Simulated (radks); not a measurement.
Results of a calculation; reference values are marked as such.
Initial-state core-level shifts of the thulium ion Tm2+ when its valence configuration changes from [Xe] 4f13. Code: a radial shooting solver on a logarithmic mesh with Libxc functionals. Model: Dirac Kohn-Sham, PBEsol, spin-unpolarised, spherical densities, finite nucleus; open shells are shared between the two j in proportion to 2j + 1; Fermi nuclear charge, rms radius 5.2256 fm. Shifts are changes of the shell-averaged eigenvalues in eV (positive: less bound); the change of the density at the nucleus, which sets a Mossbauer isomer shift, is in e/bohr^3, on a base of 9.483e+05.

valence            1s       3d       4s       4d  density at nucleus
4f12.5 6s0.5   -4.434   -5.021   -4.952   -4.798              +50.55
4f12 5d1       -6.740   -7.936   -7.747   -7.375              +37.71
4f12 6s1       -9.304  -10.566  -10.375  -10.032             +108.42
4f12.5 5d0.5   -3.243   -3.802   -3.731   -3.561              +17.80
4f11 5d2      -14.389  -17.084  -16.493  -15.627              +83.19
4f12 6p1      -10.684  -11.920  -11.736  -11.396              +44.47
4f10 6s2 6p1  -33.551  -38.308  -36.943  -35.506             +336.76
4f10 6s1 6p2  -34.832  -39.576  -38.210  -36.771             +253.79
4f11.5 5d1.5  -10.463  -12.371  -12.011  -11.407              +59.55
